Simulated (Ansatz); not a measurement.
C$_{2}$H$_{8}$MgN$_{2}$, SMILES `C[N](C)[Mg][NH2]`. The species carries charge 0 and has multiplicity 1. The geometry is a stationary point of PBE0-D4/def2-TZVP. It is one conformer, not always the lowest.

```xyz
13

C    -1.544   -0.003   -0.863
N    -0.462   -0.170    0.069
C    -0.901   -0.902    1.226
Mg    1.300    0.482   -0.193
N     3.051    1.129   -0.454
H    -2.395    0.549   -0.424
H    -1.950   -0.967   -1.215
H    -1.229    0.554   -1.753
H    -1.721   -0.392    1.760
H    -0.088   -1.041    1.949
H    -1.276   -1.909    0.970
H     3.403    2.033   -0.176
H     3.812    0.637   -0.897
```

Problem. What is the dipole moment at B3LYP/def2-TZVPP? (An estimate is asked.)

Solution. The calculation gave: 0.61 D, with components (0.57, 0.21, -0.08) D in this frame, pointing from negative to positive charge.

Problem. And with PBE, r2SCAN, ωB97M-V? (Estimate.)

Solution. Computed: PBE 0.64 D, r2SCAN 0.63 D, ωB97M-V 0.60 D.

Problem. Give the Mulliken charges with B3LYP, r2SCAN, PBE in def2-TZVPP. (Best estimate.)

Solution. The calculation gave: 
```csv
atom,B3LYP,r2SCAN,PBE
C1,-0.11,0.04,-0.12
N2,-0.51,-0.57,-0.45
C3,-0.11,0.04,-0.12
Mg4,0.71,0.76,0.63
N5,-0.62,-0.70,-0.60
H6,0.07,0.03,0.07
H7,0.07,0.03,0.07
H8,0.04,0.00,0.05
H9,0.07,0.03,0.07
H10,0.04,0.00,0.05
H11,0.07,0.03,0.07
H12,0.13,0.15,0.14
H13,0.13,0.15,0.14
```

B3LYP here is the variant with VWN-RPA as its local correlation; programs differ in this.
